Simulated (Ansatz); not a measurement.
Total energies of C2H9AsO2Si, SMILES `CO[As]([SiH3])OC`.

Z-matrix (Å, degrees):
```
C
O 1 1.411
H 1 1.096 2 111.0
H 1 1.097 2 112.2 3 121.6
H 1 1.092 2 108.1 3 -118.9
As 2 1.796 1 117.2 3 -87.7
O 6 1.796 2 102.0 1 93.1
Si 6 2.386 2 91.1 1 -175.5
C 7 1.411 6 117.2 2 -93.1
H 8 1.483 6 109.4 2 -51.0
H 8 1.486 6 108.6 2 -171.8
H 8 1.486 6 108.6 2 69.7
H 9 1.096 7 111.0 6 87.6
H 9 1.097 7 112.2 6 -34.0
H 9 1.092 7 108.1 6 -153.5
```

The species carries charge 0 and has multiplicity 1. Correlated methods include outer-core shells of As, which these sets cover unevenly. Scalar relativity is left out up to krypton. Geometry: relaxed with PBE0-D4/def2-TZVP. It is one conformer, not always the lowest. Basis def2-TZVPP, Ansatz 0.2.0.

RPA on PBE orbitals: Hartree–Fock energy of these orbitals -2753.83640 Eh, correlation -1.99056 Eh (frozen core).

```json
{"functional": "LDA (SPW92)", "energy without D4 (Eh)": "-2751.24576", "D4 term (kJ/mol)": "–"}
{"functional": "PBE", "energy without D4 (Eh)": "-2756.78276", "D4 term (kJ/mol)": "-34.7"}
{"functional": "BLYP", "energy without D4 (Eh)": "-2757.51578", "D4 term (kJ/mol)": "-74.6"}
{"functional": "r2SCAN", "energy without D4 (Eh)": "-2757.38242", "D4 term (kJ/mol)": "-9.1"}
{"functional": "B97M-V", "energy without D4 (Eh)": "-2757.01261", "D4 term (kJ/mol)": "–"}
{"functional": "PBE0", "energy without D4 (Eh)": "-2756.88593", "D4 term (kJ/mol)": "-29.8"}
{"functional": "r2SCANh", "energy without D4 (Eh)": "-2757.36108", "D4 term (kJ/mol)": "-9.7"}
{"functional": "r2SCAN0", "energy without D4 (Eh)": "-2757.33122", "D4 term (kJ/mol)": "-10.7"}
{"functional": "HSE06 (plane-wave form)", "energy without D4 (Eh)": "-2756.86928", "D4 term (kJ/mol)": "-27.9"}
{"functional": "BHLYP", "energy without D4 (Eh)": "-2757.39708", "D4 term (kJ/mol)": "-44.1"}
{"functional": "CAM-B3LYP", "energy without D4 (Eh)": "-2757.57751", "D4 term (kJ/mol)": "-30.5"}
{"functional": "LC-ωPBE", "energy without D4 (Eh)": "-2757.01275", "D4 term (kJ/mol)": "–"}
{"functional": "ωB97M-V", "energy without D4 (Eh)": "-2757.29691", "D4 term (kJ/mol)": "–"}
{"functional": "B2PLYP", "energy without D4 (Eh)": "-2756.87537", "D4 term (kJ/mol)": "–"}
```

(1) Give the same for revPBE, B3LYP, ωB97X-V, PBE-QIDH. (Best estimate.)

B3LYP takes the VWN-RPA correlation (the form of Gaussian; ORCA's B3LYP/G). HSE06 is the plane-wave form, built on full-range PBE exchange. The double hybrids freeze the cores in their second-order part.

## Answers

(1) The calculation gave: 
| functional | energy without D4 (Eh) | D4 term (kJ/mol) |
| --- | --- | --- |
| revPBE | -2757.22870 | -99.9 |
| B3LYP | -2757.61562 | -55.7 |
| ωB97X-V | -2757.21958 | – |
| PBE-QIDH | -2756.44761 | – |

LC-ωPBE has ω = 0.4 bohr⁻¹.
